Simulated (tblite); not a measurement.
Species: C7H11OP.
Bonds: C1–C2, C2–P3 (aromatic), P3–C4 (aromatic), C4–O5 (aromatic), O5–C6 (aromatic), C6–C7, C7–C8, C7–C9, C2–C6 (aromatic). Hydrogens: H10, H11, H12 on C1; H13 on C4; H14 on C7; H15, H16, H17 on C8; H18, H19, H20 on C9.

A start from a force field or distance geometry was refined with GFN2-xTB geometry optimisation, gas phase in tblite 0.8.0. Values at the start:

| coordinate | start |
| --- | --- |
| C1–C2 | 1.496 Å |
| C1–H10 | 1.081 Å |
| C2–P3 | 1.875 Å |
| C2–C6 | 1.401 Å |
| P3–C4 | 1.835 Å |
| C4–O5 | 1.366 Å |
| C4–H13 | 1.079 Å |
| O5–C6 | 1.372 Å |
| C6–C7 | 1.496 Å |
| C7–C8 | 1.520 Å |
| C7–H14 | 1.102 Å |
| C8–H15 | 1.100 Å |
| C1–C2–P3 | 119.1° |
| C1–C2–C6 | 127.1° |
| C2–P3–C4 | 82.5° |
| C2–C6–C7 | 130.8° |
| P3–C2–C6 | 113.7° |
| P3–C4–O5 | 118.1° |
| O5–C6–C7 | 115.0° |
| C6–C7–C8 | 111.0° |
| O5–C6–C7–C8 | 62° |

Question: How do these coordinates change at the GFN2-xTB level?

Answer: 
```csv
coordinate,GFN2-xTB (Å or °),change
P3–C4,1.706,-0.129
C2–P3,1.779,-0.096
C2–C6,1.365,-0.036
C4–O5,1.335,-0.031
O5–C6,1.342,-0.030
C8–H15,1.087,-0.013
C7–C8,1.531,+0.011
C7–H14,1.093,-0.009
C1–H10,1.088,+0.007
C6–C7,1.501,+0.005
C4–H13,1.076,-0.003
C1–C2,1.496,0.000
C1–C2–P3,124.1,+5.0
C2–P3–C4,87.3,+4.8
P3–C2–C6,110.4,-3.3
P3–C4–O5,115.9,-2.2
C2–C6–C7,128.8,-2.0
C1–C2–C6,125.5,-1.6
O5–C6–C7,116.5,+1.5
C6–C7–C8,109.9,-1.1
O5–C6–C7–C8,61,-1
```

The energy falls by 12.5 kcal/mol over 37 L-BFGS steps, the largest force on an atom goes from 4.89 to 0.008 eV/Å, and the atoms move by 0.059 Å rms after alignment. The bond that changes most is P3–C4 (ends: phosphorus bonded to 2 C; aromatic CH next to a ring oxygen), which shortens by 0.129 Å. Bonds longer at the end by more than 0.005 Å: 2 of 20; shorter: 14. Rotational constants go from 2256, 983.4, 807.0 to 2289, 1044, 851.1 MHz.

Its GFN2-xTB frequencies are all real (lowest 23 cm⁻¹). One conformer, not necessarily the lowest. 2 starts were optimised and ended at 0.00 and 0.08 kcal/mol (GFN2-xTB); the lowest of these is shown.

The values belong to the conformer `[CH3:1][c:2]1[p:3][cH:4][o:5][c:6]1[CH:7]([CH3:8])[CH3:9]`: O5–C6–C7–C8 61°.

These are computed values.
